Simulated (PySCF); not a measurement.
**Be⁺: ionisation energy**

Be⁺ [He] 2s1 (2S) → Be²⁺ 1s2 (1S), as a difference of total energies. Computed with PySCF 2.14 in def2-TZVP (5s3p1d, 19 functions), with the non-relativistic Hamiltonian (point nucleus). The calculations carry no spin-orbit coupling.

```json
{"method": "UHF", "ionisation energy (eV)": "18.122"}
{"method": "M06-L", "ionisation energy (eV)": "17.656"}
{"method": "TPSS", "ionisation energy (eV)": "18.376"}
```

Which method comes closest to the reference value, and which is furthest?

The reference is 18.211 eV (measured; NIST Atomic Spectra Database, ionization energies). Closest: UHF (error -0.089 eV); furthest: M06-L (error -0.555 eV).
